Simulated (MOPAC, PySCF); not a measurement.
C2H4N2O, SMILES `[H]/N=C1/NCO1`, neutral singlet in the gas phase. 

Cartesian coordinates (Å):
SMILES: N1CO/C1=N\[H]
```xyz
9

N      2.0190     0.2669    -0.1923
C      0.7899     0.0087    -0.1229
N     -0.3505     0.6570    -0.6236
C     -1.1570    -0.3040     0.1317
O      0.0565    -1.0342     0.4716
H      2.5881    -0.4341     0.2898
H     -0.4500     1.6633    -0.5068
H     -1.6569     0.0901     1.0311
H     -1.8392    -0.9138    -0.4786
```
Charge 0, multiplicity 1.

All levels are single points at this geometry (PBE-D3(BJ)/def2-TZVP); Pople sets use spherical d functions. Orbital energies aren't observables, and empty levels follow the basis.

```json
[
 {"level": "PBE-D3(BJ)/def2-TZVP in PySCF", "HOMO (eV)": "-5.95", "LUMO (eV)": "-0.03", "gap (eV)": "5.91", "dipole (D)": "2.97", "vertical IE, Delta-SCF (eV)": "9.27"},
 {"level": "B3LYP/6-31G* in PySCF", "HOMO (eV)": "-6.71", "LUMO (eV)": "1.26", "gap (eV)": "7.97", "dipole (D)": "2.97", "vertical IE, Delta-SCF (eV)": "9.29"},
 {"level": "SVWN5/6-31G* in PySCF", "HOMO (eV)": "-5.68", "LUMO (eV)": "0.29", "gap (eV)": "5.97", "dipole (D)": "2.93", "vertical IE, Delta-SCF (eV)": "9.22"},
 {"level": "HF/3-21G in PySCF", "HOMO (eV)": "-10.17", "LUMO (eV)": "5.85", "gap (eV)": "16.02", "dipole (D)": "3.30", "vertical IE, Delta-SCF (eV)": "–"},
 {"level": "HF/6-31G* in PySCF", "HOMO (eV)": "-10.34", "LUMO (eV)": "5.67", "gap (eV)": "16.01", "dipole (D)": "3.33", "vertical IE, Delta-SCF (eV)": "–"},
 {"level": "HF/STO-3G in PySCF", "HOMO (eV)": "-8.06", "LUMO (eV)": "8.79", "gap (eV)": "16.85", "dipole (D)": "2.59", "vertical IE, Delta-SCF (eV)": "–"},
 {"level": "AM1 in MOPAC", "HOMO (eV)": "-10.12", "LUMO (eV)": "1.21", "gap (eV)": "11.34", "dipole (D)": "2.79", "vertical IE, Delta-SCF (eV)": "–"},
 {"level": "PM3 in MOPAC", "HOMO (eV)": "-9.72", "LUMO (eV)": "0.96", "gap (eV)": "10.68", "dipole (D)": "2.56", "vertical IE, Delta-SCF (eV)": "–"},
 {"level": "PM6 in MOPAC", "HOMO (eV)": "-10.15", "LUMO (eV)": "0.68", "gap (eV)": "10.83", "dipole (D)": "3.32", "vertical IE, Delta-SCF (eV)": "–"}
]
```
